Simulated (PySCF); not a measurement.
# How methods differ on the ionisation energy of Cd²⁺

Cd²⁺ [Kr] 4d10 (1S) → Cd³⁺ [Kr] 4d9 (2D), as a difference of total energies. All numbers are calculated (PySCF 2.14, scalar relativity through the core potential, in def2-TZVP with the def2 core potential (28 electrons)). Correlated levels: valence: 4s2 4p6 frozen. The calculations carry no spin-orbit coupling.

```tsv
method	ionisation energy (eV)
UHF	36.014
PBE0	37.589
PBE	37.679
MP2 (valence)	37.453
SCS-MP2 (valence)	37.292
```

Task: How much does correlation contribute at MP2 (valence)?

Result: 37.453 − (36.014) = 1.439 eV, measured against UHF.

The reference lies between the lowest fine-structure levels, while these numbers refer to the centres of the terms.

Errors of the correlated levels include the incompleteness of this basis and the frozen core.

For comparison: 37.468 ± 0.006 eV (measured; NIST Atomic Spectra Database, ionization energies).
